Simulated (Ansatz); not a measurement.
C$_{2}$H$_{3}$AlFN, SMILES `C#[C][Al]([NH2])[F]`, relaxed with RKS PBE-D4/def2-SVP in the Gaussian-basis code of Ansatz from a rough embedded geometry. The force threshold is 0.03 eV/Å; the program also tests the step.

Total charge 0; spin multiplicity 1.

Start:

```xyz
8

C     1.528   -0.707    1.766
C     1.000   -0.259    0.860
Al    0.119    0.499   -0.667
N    -1.536   -0.082   -1.290
F     0.923    1.859   -1.601
H     2.030   -1.156    2.682
H    -2.229    0.675   -1.181
H    -1.835   -0.830   -0.570
```

Task: By how much does the energy fall, and how many steps does the optimiser take? (Estimate.)

Result: Computed: 113.37 kJ/mol, in 6 steps.

Task: Which bonds change most? (Estimate.)

Result: Computed: Al3–F5 from 1.835 to 1.677 Å; Al3–N4 from 1.861 to 1.768 Å; C1–C2 from 1.140 to 1.232 Å; N4–H8 from 1.081 to 1.022 Å.

Task: Give the relaxed structure. (Estimate.)

Result: Ansatz gave: 
```xyz
8

C     1.644   -0.757    1.806
C     1.031   -0.225    0.880
Al    0.082    0.573   -0.565
N    -1.555    0.065   -0.996
F     0.799    1.793   -1.465
H     2.184   -1.225    2.620
H    -2.110    0.451   -1.762
H    -2.074   -0.674   -0.518
```
